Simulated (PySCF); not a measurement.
A structure optimised at PBE-D3(BJ)/def2-SVP, used in a PySCF frequency run:

```xyz
6

O     -0.1096     1.6394     0.0000
Si    -0.0081     0.0054     0.0000
F      0.7685    -0.5668     1.2933
F     -1.5074    -0.5698     0.0000
F      0.7685    -0.5668    -1.2933
H      0.7239     2.1401     0.0000
```

Task: Write its SMILES, formula and point group.

Result: O[Si](F)(F)F, F₃HOSi, Cs

Task: What are its rotational constants (standard atomic weights)?

Result: 3.9466, 3.8508, 3.8234 GHz
